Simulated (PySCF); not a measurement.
## Polarisability and C₆ of Nb+ (niobium, charge +1)

[Kr] 4d4, high-spin 5D determinant. Calculation: PySCF 2.14, in aug-cc-pwCVTZ-DK (11s10p8d4f3g, 136 functions); scalar relativity by spin-free X2C-1e. Coupled (time-dependent) response in atomic units; α is the mean over directions.

```
method  mean α (bohr³)         α xx, yy, zz  C₆ (like pair)  S(−4)
  PBE0           26.17  26.12, 26.12, 26.28           169.3  541.0
```

S(−4) is the Cauchy moment in α(ω) = α(0) + S(−4) ω² + …

Spin-orbit coupling is absent.

α(iu) at PBE0:

```tsv
u (hartree)	α(iu) (bohr³)
0	26.17
0.0500	24.93
0.100	22.12
0.200	16.66
0.300	13.05
0.500	8.920
0.750	6.185
1.00	4.591
1.50	2.830
2.00	1.911
3.00	1.033
5.00	0.4453
```

A single London oscillator, α(iu) = α/(1 + u²/ω²), gives C₆ = (3/4) ω α². Matching the computed C₆ needs ω = 4 × 169.3 / (3 × 26.17²) = 0.330 hartree.

For an ion, C₆ is the dispersion term alone; charge-induced terms of lower order in 1/R come first.

The components differ because the open shell of this determinant is not spherical; for a pure term their mean is the scalar polarisability.
